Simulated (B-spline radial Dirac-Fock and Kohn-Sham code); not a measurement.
Compton profile of Ce²⁺

System: Ce²⁺, configuration 1s2 2s2 2p6 3s2 3p6 3d10 4s2 4p6 4d10 4f2 5s2 5p6.

Input of the calculation (task.json; shells as n, l, electrons):

```json
{"items": [{
  "Z": 58,
  "q": 2,
  "cfg": [[1, 0, 2], [2, 0, 2], [2, 1, 6], [3, 0, 2], [3, 1, 6], [3, 2, 10], [4, 0, 2], [4, 1, 6], [4, 2, 10], [4, 3, 2], [5, 0, 2], [5, 1, 6]],
  "A": 140,
  "rrms": 4.8771,
  "do": ["scatter"],
  "s": [0.0, 0.05, 0.1, 0.15, 0.2, 0.25, 0.3, 0.35, 0.4, 0.45, 0.5, 0.6, 0.7, 0.8, 0.9, 1.0, 1.1, 1.2, 1.4, 1.6, 1.8, 2.0, 2.5, 3.0, 3.5, 4.0, 5.0, 6.0],
  "pz": [0, 0.1, 0.2, 0.3, 0.4, 0.5, 0.6, 0.8, 1.0, 1.2, 1.4, 1.6, 1.8, 2.0, 2.5, 3.0, 4.0, 5.0, 7.0, 10.0, 15.0, 20.0, 30.0, 40.0, 60.0, 100.0],
  "hv_scatter": [5000, 8047.8, 10000, 30000, 100000, 200000, 500000, 1000000]
}]}
```

Run with: `python xray_run.py task.json out`

Calculated with a radial finite-basis atomic code, using the impulse approximation on Dirac-Fock orbitals of the configuration average with a finite nucleus. pz is in atomic units of momentum; subshell profiles are per electron, for a selection of subshells; open shells are spread over both j values by their weights.

| pz | J total | J 3d3/2 | J 4p3/2 | J 4d5/2 | J 5p3/2 |
| --- | --- | --- | --- | --- | --- |
| 0 | 8.245 | 0.0452 | 0.160 | 0.130 | 0.441 |
| 0.1 | 8.220 | 0.0452 | 0.160 | 0.130 | 0.440 |
| 0.2 | 8.144 | 0.0452 | 0.160 | 0.130 | 0.439 |
| 0.3 | 8.012 | 0.0452 | 0.160 | 0.130 | 0.435 |
| 0.4 | 7.818 | 0.0452 | 0.160 | 0.130 | 0.425 |
| 0.5 | 7.562 | 0.0452 | 0.159 | 0.130 | 0.407 |
| 0.6 | 7.252 | 0.0452 | 0.159 | 0.130 | 0.380 |
| 0.8 | 6.526 | 0.0452 | 0.158 | 0.130 | 0.305 |
| 1 | 5.783 | 0.0452 | 0.155 | 0.130 | 0.219 |
| 1.2 | 5.140 | 0.0452 | 0.151 | 0.129 | 0.142 |
| 1.4 | 4.643 | 0.0452 | 0.146 | 0.127 | 0.0846 |
| 1.6 | 4.277 | 0.0452 | 0.138 | 0.125 | 0.0484 |
| 1.8 | 4.001 | 0.0452 | 0.129 | 0.122 | 0.0287 |
| 2 | 3.774 | 0.0452 | 0.119 | 0.118 | 0.0198 |
| 2.5 | 3.267 | 0.0451 | 0.0901 | 0.102 | 0.0159 |
| 3 | 2.766 | 0.0450 | 0.0620 | 0.0831 | 0.0149 |
| 4 | 1.922 | 0.0443 | 0.0241 | 0.0451 | 0.00723 |
| 5 | 1.409 | 0.0428 | 0.0108 | 0.0202 | 0.00237 |
| 7 | 0.9325 | 0.0366 | 0.00869 | 0.00429 | 0.00111 |
| 10 | 0.5651 | 0.0234 | 0.00403 | 0.00313 | 0.000598 |
| 15 | 0.2592 | 0.00789 | 0.000553 | 0.00153 | 7.43e-05 |
| 20 | 0.1350 | 0.00235 | 0.000467 | 0.000479 | 5.92e-05 |
| 30 | 0.04724 | 0.000236 | 0.000206 | 4.64e-05 | 2.67e-05 |
| 40 | 0.02084 | 3.26e-05 | 6.12e-05 | 6.02e-06 | 7.93e-06 |
| 60 | 0.005902 | 1.42e-06 | 6.39e-06 | < 1e-6 | < 1e-6 |
| 100 | 0.0009005 | < 1e-6 | < 1e-6 | < 1e-6 | < 1e-6 |

J(0) = 8.245. The 5p3/2 subshell gives the largest part, 21 %.

Mean momentum ⟨p⟩ by subshell (a.u.): 1s1/2 55.1, 2s1/2 19.6, 2p1/2 26.1, 2p3/2 24.3, 3s1/2 9.69, 3p1/2 11.6, 3p3/2 11.1, 3d3/2 13.2, 3d5/2 13.1, 4s1/2 4.79, 4p1/2 5.32, 4p3/2 5.12, 4d3/2 5.41, 4d5/2 5.33, 4f5/2 4.26, 4f7/2 4.23, 5s1/2 1.84, 5p1/2 1.91, 5p3/2 1.82.
